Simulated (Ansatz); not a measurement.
Ansatz results at the PBE0-D4/def2-TZVP geometry: size of the dipole moment (ωB97M-V/def2-TZVPP) 2.56 D; ideal-gas entropy at 298 K and 1 bar (rigid rotor, harmonic PBE0-D4/def2-TZVP) 358 J/(mol·K); size of the dipole moment (PBE/def2-TZVPP) 2.42 D.

Each molecule was computed in one conformer, which needn't be the lowest.

Q: Which molecule gave them?
A. `[NH][GeH2][OH]`•
B. `[CH2][SiH](O)Cl`•
C. `CO[Si](O)F`•
D. `[CH2]I`•

A: C. The others give `[NH][GeH2][OH]`•: 1.84, 312, 1.68; `[CH2]I`•: 0.69, 266, 0.54; `[CH2][SiH](O)Cl`•: 2.13, 335, 2.04.
